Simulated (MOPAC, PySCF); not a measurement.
C₃H₄O, SMILES `OC1=CC1` (H–O–C–C torsion 180°), neutral singlet in the gas phase. 

Cartesian coordinates (Å):
```xyz
8

O      1.7833     0.2412     0.4362
C      0.4804     0.2673     0.1411
C     -0.5961     0.9563     0.0117
C     -0.6803    -0.5539    -0.2667
H      2.1040    -0.6649     0.3545
H     -1.1569     1.8696     0.0395
H     -0.7655    -0.9074    -1.2962
H     -1.1688    -1.2083     0.4579
```
Charge 0, spin multiplicity 1.

All levels are single points at this geometry (B3LYP-D3(BJ)/def2-TZVP); Pople sets use spherical d functions. Orbital energies aren't observables, and empty levels follow the basis.

```tsv
level	HOMO (eV)	LUMO (eV)	gap (eV)	dipole (D)	vertical IE, Delta-SCF (eV)
B3LYP-D3(BJ)/def2-TZVP in PySCF	-6.36	0.43	6.79	1.33	–
B3LYP/6-31G* in PySCF	-6.02	1.47	7.49	1.37	8.73
BP86/6-31G* in PySCF	-5.12	0.51	5.63	1.41	–
HF/3-21G in PySCF	-9.07	5.79	14.86	1.66	–
HF/6-31G* in PySCF	-9.07	5.83	14.90	1.42	7.84
PM6 in MOPAC	-9.51	0.99	10.50	1.70	–
```
